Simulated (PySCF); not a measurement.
**Dipole moment and polarisability of InCl2Br**

Compound: InCl2Br.
Cartesian coordinates in Å at the PBE0-D3(BJ)/def2-SVP level; atoms count from 1:
```
atom  x, y, z in Å
In1   -0.0057    0.0102   -0.0011
Cl2    2.3181    0.0351    0.0106
Cl3   -1.0804    2.0720   -0.0383
Br4   -1.2321   -2.1173    0.0288
```

Level: wB97X-D/def2-SVPD (PySCF), static field, nuclei fixed, core orbitals frozen in the response. The polarisability tensor in these axes (au):

```
x   93.66  4.35  0.08
y    4.35 99.48 -0.61
z    0.08 -0.61 60.59
```

Diagonalise the tensor; give its mean and Δα, where Δα² is half the sum of the squared differences of the eigenvalues.

Principal values 60.58, 91.34 and 101.81 au; mean 84.58 au = 12.53 Å³ = 13.94 × 10⁻⁴⁰ C²·m²/J; Δα = 37.12 au (44 % of the mean).

What is the dipole moment, and where does it point?

(-0.42, -0.59, 0.00) D, 0.73 D in size, pointing from the negative to the positive side. Measured along this direction, the outermost atoms are Cl2 at the negative end and Br4 at the positive end.

In a dilute gas of rigid molecules at 400 K, how does the orientational term μ²/3kT compare with the electronic polarisability?

In Gaussian units μ²/3kT = 3.18 Å³ against 12.53 Å³, a ratio of 0.25; the Debye molar polarisation (4π/3)N_A(α + μ²/3kT) is 39.6 cm³/mol, leaving out the vibrational part.

What depolarisation ratio follows for Rayleigh scattering of linearly polarised light, taking the static tensor?

ρ = 3Δα²/(45ᾱ² + 4Δα²) = 4133.3/(321893 + 5511.0) = 0.0126.

What would n − 1 = 2πNα be for an ideal gas of these molecules at 350 K and 1 atm, electronic part alone?

N = p/kT = 2.0968 × 10¹⁹ cm⁻³, so n − 1 = 2π × N × 12.53 × 10⁻²⁴ cm³ = 1651 × 10⁻⁶ at long wavelengths.

Geometry: PBE0-D3(BJ)/def2-SVP; no solvent, vibrations or thermal averaging. Atoms past krypton carry effective core potentials; spin–orbit coupling is left out. The calculation is non-relativistic apart from the core potentials, for bromine too.
